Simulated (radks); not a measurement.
Results of a calculation; reference values are marked as such.
Tl+, 80 electrons, occupied as [Hg].

Code: a radial shooting solver on a logarithmic mesh with Libxc functionals. Model: Dirac Kohn-Sham, BLYP, spin-unpolarised, spherical densities, finite nucleus; Fermi nuclear charge, rms radius 5.4759 fm.

Energy parts (eV):
| part | energy |
|---|---|
| total | -551966.95 |
| kinetic | 639057.49 |
| electron-nucleus | -1393663.45 |
| Hartree | 213053.84 |
| exchange-correlation | -10414.83 |

Orbitals (lengths in bohr, moments of r in powers of bohr; <r^-3> diverges for s and p1/2):
orbital  occ.  eigenvalue (eV)      <r>   <1/r>  <r^-3>      <r^2>  small-component weight
1s1/2       2        -85447.87  0.01632   99.36       -  0.0003691                9.51e-02
2s1/2       2        -15208.21  0.06808   24.52       -   0.005550                2.19e-02
2p1/2       2        -14604.97  0.05589   24.49       -   0.003911                2.20e-02
2p3/2       4        -12538.97  0.06468   19.69   22400   0.005095                1.94e-02
3s1/2       2        -3634.924   0.1770   8.997       -    0.03599                7.35e-03
3p1/2       2        -3361.508   0.1674   8.913       -    0.03272                7.30e-03
3p3/2       4        -2902.237   0.1835   7.658    5262    0.03909                6.55e-03
3d3/2       4        -2448.774   0.1595   7.558   922.2    0.02987                6.44e-03
3d5/2       6        -2350.674   0.1644   7.276   756.8    0.03159                6.24e-03
4s1/2       2        -816.4732   0.3916   3.817       -     0.1733                2.52e-03
4p1/2       2        -698.4449   0.3931   3.709       -     0.1760                2.42e-03
4p3/2       4        -586.7490   0.4275   3.274    1284     0.2078                2.13e-03
4d3/2       4        -393.5828   0.4334   3.075   203.5     0.2171                1.93e-03
4d5/2       6        -372.7445   0.4445   2.976   163.1     0.2282                1.86e-03
4f5/2       6        -123.3655   0.4646   2.625   35.23     0.2595                1.49e-03
4f7/2       8        -118.7659   0.4711   2.586   33.41     0.2668                1.46e-03
5s1/2       2        -137.7455   0.8777   1.572       -     0.8640                6.63e-04
5p1/2       2         -98.0694   0.9414   1.448       -      1.001                5.76e-04
5p3/2       4         -77.7906    1.036   1.286   229.0      1.213                4.84e-04
5d3/2       4         -23.9141    1.354  0.9752   22.30      2.150                2.89e-04
5d5/2       6         -21.7049    1.409  0.9349   17.20      2.335                2.68e-04
6s1/2       2         -16.2934    2.400  0.5326       -      6.521                8.98e-05

The highest occupied level is 6s1/2 at -16.293 eV. The density falls to 0.001 e/bohr^3 at r = 3.97 bohr. For comparison, the ionisation energy in NIST's Atomic Spectra Database is 20.428 eV (measured). In exact Kohn-Sham theory the highest level is minus the ionisation energy, but local and semilocal functionals leave it too shallow, through self-interaction and a potential that decays too fast; potentials with the right tail come closer.
